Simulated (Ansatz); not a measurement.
Input file for Ansatz (a quantum-chemistry and plane-wave program): R-wB97X-V/def2-TZVPP on F2OZr (SMILES [O]=[Zr]([F])[F]). Elements past Kr take the def2 small-core potentials; no spin–orbit coupling.

Ansatz 0.2 input:
```yaml
crystal:
  periodic: [false, false, false]
  atoms:
    - {symbol: Zr, position_ang: [0.00692773, -0.00130589, -0.32589753]}
    - {symbol: O, position_ang: [1.70383273, -0.00833339, 0.09815240]}
    - {symbol: F, position_ang: [-0.84669976, 1.69304758, 0.10732864]}
    - {symbol: F, position_ang: [-0.86396070, -1.68340829, 0.12051648]}
basis:
  gaussian:
    orbitals: def2-TZVPP
hamiltonian:
  xc: {name: wB97X-V}
scf: {lower_state_search: off}
```

The log:

```
WARN ansatz: RAYON_NUM_THREADS=4 ignored (pool sized by the plan → 4); use --threads N
Functional definition: wB97X-V
these checks for a lower state are left out or cut short: stability, starts, cluster_reference, orbital_swaps, neighbouring_geometries, increment
integrals: 0.08 GiB planned
806 factors; their error is unknown
integrals: 0.12 GiB planned
169 factors; integrals over basis functions are off by at most 5.3e-5 eV
mean field: 0.70 GiB planned
mean field evaluation 1: about -8752.0779 eV, gradient 9.0e1 eV
mean field evaluation 2: about -8670.2016 eV, gradient 2.3e2 eV
mean field evaluation 4: about -8765.9926 eV, gradient 1.9e1 eV
mean field evaluation 8: about -8766.5244 eV, gradient 1.8e-1 eV
mean field evaluation 16: about -8766.5595 eV, gradient 5.9e-4 eV
mean field -8766.55945044 eV, -322.1651176161 hartree, gradient 2.9e-6 eV, S^2 0.000000; 0 other end points of the search recorded, 0 dependent functions left out
reference -8766.55944692 eV, -322.1651174868 hartree; 19, 19 occupied and 130, 130 virtual orbitals, 806 factors
Total energy: -8766.55944692 eV, -322.1651174868 hartree
Checks for a lower state left out: stability, starts, cluster_reference, orbital_swaps, neighbouring_geometries, increment
```

The run converged.

Cost: around 6 core-seconds (rough).
